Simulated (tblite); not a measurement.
Compound: C5H8F3P.
SMILES: `C[C@@H]1[C@@H](C(F)(F)F)P1C`

Computed values, GFN2-xTB/tblite, gas phase, harmonic and unscaled. This tight-binding method is rough: wavenumbers can miss measured ones by several per cent, in bad cases by 10 to 20.

Harmonic wavenumbers (cm⁻¹): 35.6, 108.9, 135.8, 168.2, 194.1, 196.9, 222.9, 263.0, 336.8, 364.8, 379.5, 473.5, 506.4, 606.1, 660.1, 689.0, 748.0, 817.9, 874.9, 886.4, 948.9, 970.9, 976.7, 1026.1, 1032.6, 1082.5, 1125.4, 1156.1, 1188.5, 1251.3, 1325.3, 1347.6, 1409.9, 1436.6, 1455.2, 1483.4, 1487.9, 3004.4, 3007.7, 3009.4, 3014.1, 3016.5, 3030.2, 3035.3, 3038.8.

A = 1838, B = 1149, C = 877.3 MHz; mass 156.032 u (most abundant isotopes); point group C1, symmetry number 1.

Problem. What is the zero-point energy?

Solution. ½Σν̃ = 26765 cm⁻¹ = 320.18 kJ/mol.

Problem. Entropy at 200 K, 1 bar (ideal gas, RRHO, classical rotation)?

Solution. Translation 163.54, rotation 118.62, vibration 79.77: S = 361.9 J/(mol K).

Problem. And Cp and H(200 K) − H(0)?

Solution. Cp = 123.68 J/(mol K), of which vibrations give 90.42 (their classical limit is 45 R = 374.2); H(200 K) − H(0) = 15.60 kJ/mol without the zero-point energy, 8.94 from vibrations.

Problem. Blend soft modes into free rotors: weight 1/[1 + (100 cm⁻¹/ν̃)⁴] for the oscillator and the rest for a rotor with moment μB/(μ + B), μ = h/(8π²ν), B = 10⁻⁴⁴ kg m². What vibrational entropy results?

Solution. 74.99 J/(mol K) in place of 79.77, which changes −T·S at 200 K by +0.96 kJ/mol.

Problem. What must be added to the electronic energy to get the Gibbs energy at 200 K and 1 bar?

Solution. ZPE + [H(200 K) − H(0)] − T·S = 320.18 + 15.60 − 72.39 = 263.39 kJ/mol.

Problem. How do the functions run with temperature in this model?

Solution. 
```
 T (K)  S (J/(mol K))  Cp (J/(mol K))  H − H(0) (kJ/mol)  G − H(0) (kJ/mol)  ln q(vib)
    50          247.8            51.8               2.03             -10.36       0.53
   100          292.6            79.9               5.34             -23.92       1.60
298.15          418.8           163.7              29.71             -95.16       6.85
373.15          458.7           192.3              43.08            -128.08       8.85
   500          520.8           232.6              70.14            -190.27      12.17
   750          626.1           285.7             135.50            -334.08      18.35
  1000          713.2           319.1             211.39            -501.82      23.98
```

q(vib) and H(0) count from the zero-point level.

Hindered rotation and anharmonicity are outside this model. The structure is chiral; the term R ln 2 for an equal mix with its mirror image is left out.

Run on x86-64 server, one thread, shared host. This covers the Hessian and the dipole derivatives.
